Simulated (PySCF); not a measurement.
Computed shifts of a molecule C4H4ClF, B3LYP/pcSseg-1 run with PySCF, GIAO, gas phase, atoms alike by connectivity averaged where their shifts nearly agree, in ppm (number of nuclei): ¹⁹F: -103.5 (1). ¹³C: 158.1 (1), 111.1 (1), 34.1 (1), 30.8 (1). ¹H: 2.89 (2), 2.45 (2). References: ¹⁹F against CFCl3 (σ = 161.7 ppm); ¹³C against TMS (σ = 181.3 ppm); ³⁵Cl against HCl (σ = 933.3 ppm); ¹H against TMS (σ = 31.68 ppm), references at their B3LYP-D3(BJ)/def2-TZVP geometries, non-relativistic (without spin–orbit terms, shifts of atoms bonded to Cl or Br come out too high). Geometry: PBE0-D3(BJ)/def2-SVP. One conformer was computed; it need not be the lowest.

Problem. Pick the molecule that these values belong to.
(A) C=C(Cl)/C=C\F
(B) C=C/C=C(\F)Cl
(C) FC1=C(Cl)CC1
(D) CC(F)=C=CCl

Solution. C, FC1=C(Cl)CC1
